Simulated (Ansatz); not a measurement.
The same path of AlClH3NO (7 atoms, charge 0, multiplicity 1) was run twice with different band settings.

Theory: RKS PBE0/def2-SVP in Ansatz.

Relaxed end points:

```xyz
7
Properties=species:S:1:pos:R:3
N -0.558 1.101 0.069
Al -0.084 -0.578 -0.165
O 1.448 -1.212 0.171
Cl -1.509 -1.919 -0.917
H 0.029 1.847 0.423
H -1.484 1.455 -0.142
H 2.219 -0.762 0.516
```

```xyz
7
Properties=species:S:1:pos:R:3
N -0.558 1.101 0.069
Al -0.083 -0.578 -0.165
O 1.451 -1.212 0.168
Cl -1.511 -1.916 -0.913
H -1.487 1.449 -0.137
H 0.029 1.850 0.416
H 2.220 -0.762 0.516
```

Common settings: movable images 5; climbing image yes; spring 5.0 eV/Å²; optimiser quadratic models (default); start path through a guess of the saddle point; force threshold 0.03 eV/Å; iteration limit 60.

| run | end points |
| --- | --- |
| 1 | relaxed |
| 2 | as typed, not relaxed |

**Question.** What does each run give, and how far can it be trusted?

**Answer.** Run 1: converged after 17 iterations, highest image 0.246 eV above the first end. A vibrational analysis at the climbing image gives one clearly imaginary mode, 288i cm⁻¹: a first-order saddle point.
Run 2: not converged after 60 iterations, highest image 2.579 eV above the first end. The band didn't meet its force threshold, so its energies are provisional: the largest band force was still 3.94 eV/Å, and over the last iterations the top stayed at 2.58 eV. The end points aren't both relaxed to the band's threshold either. Inner images lie below an end point, which means an intermediate or an end that isn't the lowest structure nearby.
